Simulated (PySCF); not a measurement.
## Assigning NMR signals

Geometry (Å), atoms numbered from 1 in this order:
```xyz
15

C     1.210   -0.930   -0.120
C     0.169    0.036    0.445
C     0.769    1.434    0.564
Si   -1.425    0.045   -0.610
O    -2.058   -1.447   -0.759
H     2.098   -0.957    0.511
H     1.514   -0.619   -1.118
H     0.810   -1.939   -0.189
H    -0.076   -0.300    1.461
H     1.656    1.424    1.196
H     0.051    2.128    0.995
H     1.055    1.810   -0.417
H    -1.160    0.379   -2.002
H    -2.393    0.948    0.024
H    -2.225   -2.004   -0.004
```

Theoretical values (PySCF 2.14.0 with density-fitted response routines): geometry from GFN2-xTB, NMR shieldings at PBE0/pcSseg-1/GIAO. Non-relativistic Hamiltonian, one conformer, one averaged value for each set of equivalent atoms, gas phase.

δ = σ(ref) − σ, references computed at the same level: TMS for 13C (σ = 186.93 ppm) and 1H (σ = 31.72 ppm).

**Question.** Assign these signals to the numbered atoms. 13C{1H} NMR (computed): δ 20.4, 18.6.

**Answer.** 
| δ (ppm) | atoms | environment | reason |
| --- | --- | --- | --- |
| 20.4 | C2 | sp3 CH bonded to Si | – |
| 18.6 | C1/C3 | methyl carbon | aliphatic region, no heteroatom directly attached |

C2 and C1/C3 lie closer than the usual error of such a calculation, so a measured spectrum could show them in the other order.

**Question.** Assign these signals to the numbered atoms. 1H NMR (400 MHz, computed): δ 4.78 (d, 2H), 1.07 (d, 6H), 0.90 (m, 1H), 0.64 (br s, 1H).

**Answer.** 
4.78 → H13/H14, hydrogen on a silicon bonded to C, O
1.07 → H6/H7/H8/H10/H11/H12, hydrogen on a methyl carbon
0.90 → H9, hydrogen on an sp3 CH bonded to Si: an electropositive neighbour shields it, as in TMS itself
0.64 → H15, hydrogen on an oxygen bonded to Si: exchangeable; this is the value without hydrogen bonding to other molecules

Exchangeable OH/NH protons stand at their gas-phase positions; hydrogen bonding in a real sample shifts them, mostly to higher δ. Shifts are as computed. Against solution values, carbons near 30 ppm lie about +3 ppm off and those near 130 ppm about +5 ppm. Of 1211 compounds with measured shifts, 218 miss one by over three times the rms of a fit or turn the order of signals round; such compounds aren't used in these exercises. Multiplicities follow the n + 1 count of equivalent neighbours, as no J values were calculated; m marks all less simple cases, F and P coupling included.
